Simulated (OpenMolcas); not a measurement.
# Ni⁶⁺: the spin-orbit constant, Racah parameters, worked from levels

* Program: OpenMolcas
* Basis: ANO-RCC-VTZP [6s5p3d2f1g]
* Scalar Hamiltonian: DKH2, point nucleus
* Active space: 4 electrons in 10 orbitals (3d 4d)
* State averaging: 2S+1 = 5 even, 5 roots; 2S+1 = 3 even, 45 roots; 2S+1 = 1 even, 44 roots
* Spin-orbit coupling: RASSI with atomic mean-field integrals over the reference wave functions, term energies averaged over their components

Methods: CASSCF; MS-CASPT2, IPEA 0.25 Eh, imaginary shift 0.1 Eh (closed shells correlated: 3s 3p). Measured levels: Corliss and Sugar, J. Phys. Chem. Ref. Data 10, 197 (1981).

**The spin-orbit constant.** For the Hund term ⁵D of d4, E(J) = (A/2) J(J+1) + constant and ζ = 2S·A = 4A. From J = 0 to J = 4 the energy changes by 10 A.

```tsv
Source	E(4) - E(0)	A	ζ
CASSCF	2587.8	258.8	1035
MS-CASPT2	2598.4	259.8	1039
measured	2392.0	239.2	957
```

All in cm-1. MS-CASPT2 is off by +8.6 % and CASSCF by +8.2 %. Both methods take the spin-orbit matrix elements from the reference wave functions, so the second can move ζ only through the term energies and any multistate remixing. Second-order mixing with other terms is absorbed into this ζ.

**Racah parameters.** Above ⁵D, d4 has ³G at 9B + 4C, ³H at 4B + 4C and ³D at 16B + 4C. The first two fix B and C, and the third tests them; where it misses by thousands of cm-1, two parameters do not describe the configuration (Trees and configuration-interaction terms are left out) and B and C hang on the terms chosen. Term energies are centres of gravity, weighted by 2J + 1.

```json
{"Source": "CASSCF", "³G": "40914", "³H": "32100", "B": "1763", "C": "6262", "C/B": "3.55", "³D from B, C": "53256", "³D found": "52407"}
{"Source": "MS-CASPT2", "³G": "38162", "³H": "31507", "B": "1331", "C": "6546", "C/B": "4.92", "³D from B, C": "47480", "³D found": "46433"}
{"Source": "measured", "³G": "37317", "³H": "30870", "B": "1289", "C": "6428", "C/B": "4.99", "³D from B, C": "46336", "³D found": ""}
```

Energies in cm-1. From CASSCF to MS-CASPT2, B changes by -24.5 % and C by +4.5 %. Against the measured terms, MS-CASPT2 has B off by +3.3 % and C by +1.8 %.

CASPT2 breaks the degeneracy within a term, and the mean is taken; among the terms shown or strongly mixed into the levels shown the widest spread is 240 cm-1 (3d⁴ ³G, MS-CASPT2). Active for correlation alone: 4d; no level in the range computed is led by a configuration that fills it, so any true level of that kind is missing. Without dynamic correlation excited terms often stand tens of per cent too high (terms of higher spin than the ground term too low), and those without a measured partner can miss by more than the paired ones (holds for CASSCF). Computed and measured levels are paired by configuration, term and J; levels that our copy of the source lacks, or whose pairing is in doubt (as where it misses far off the trend of its configuration), stay unpaired and out of the deviations. Only configurations of the active space appear.
